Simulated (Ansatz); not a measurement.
Cl2F2Ga2H2, SMILES `[F][Ga@H-]1[Cl+][Ga@@H-]([F])[Cl+]1`. Charge 0, multiplicity 1.

```xyz
8

F     1.070    1.017   -2.309
Ga    1.162    1.011   -0.568
Cl    1.099   -1.245    0.020
Ga   -1.109   -0.973    0.720
F    -2.065   -1.722   -0.531
Cl   -1.042    1.285    0.142
H     2.158    1.813    0.290
H    -1.273   -1.185    2.236
```

(1) List the harmonic frequencies (cm⁻¹, unscaled) at PBE0-D4/def2-TZVP in Ansatz. (An estimate is asked.)

(2) Is this a minimum?

(3) Give the ideal-gas thermochemistry at 298.15 K and 1 bar (rigid rotor, harmonic oscillator; point group C2v, symmetry number 2).

(4) And at 400, 500, 600, 800 and 1000 K?

## Answers

(1) Computed: 28, 119, 127, 139, 140, 192, 198, 290, 305, 317, 536, 560, 566, 571, 694, 699, 2084, 2086.

(2) Yes, all 18 modes are real.

(3) Zero-point energy 57.7 kJ/mol; H(298) − E = 85.9 kJ/mol; entropy 419.9 J/(mol·K), of which translation 177.7, rotation 121.0, vibration 121.2; G(298) − E = -39.3 kJ/mol. Modes under 100 cm⁻¹ are hindered rotations or soft bends, so the harmonic entropy is rough.

(4) 
| T (K) | H − E (kJ/mol) | S (J/mol/K) | G − E (kJ/mol) |
| --- | --- | --- | --- |
| 400 | 100.3 | 461.6 | -84.3 |
| 500 | 115.5 | 495.3 | -132.2 |
| 600 | 131.2 | 524.0 | -183.2 |
| 800 | 163.8 | 570.9 | -292.9 |
| 1000 | 197.6 | 608.5 | -410.9 |
